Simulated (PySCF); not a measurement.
Input file for PySCF: R-HF/STO-3G on CH5FS (a complex), monomers drawn apart or pushed together.

```python
from pyscf import gto, scf, dft, mp
from pyscf.data.elements import chemcore

mol = gto.M(
    atom='''
    S    -1.01864321    0.17603342   -0.21559395
    H     0.06164805    0.84854057   -0.64360260
    H    -0.30103800   -0.53718022    0.66928767
    C     0.10144164    0.27699428    3.82487616
    F     0.63988222   -0.78463887    3.09453889
    H     0.92238860    0.85117605    4.25444738
    H    -0.48656191    0.89680942    3.14821777
    H    -0.52941142   -0.13209158    4.61402432
    ''',
    basis='sto-3g',
    charge=0, spin=0, verbose=3, max_memory=1800)
mf = scf.RHF(mol)
mf.conv_tol = 1e-8
mf.max_cycle = 100
mf.kernel()
if not mf.converged:
    mf = mf.newton().run(mf.mo_coeff, mf.mo_occ)
```

What total energy does the run end on?

-531.4800 hartree.
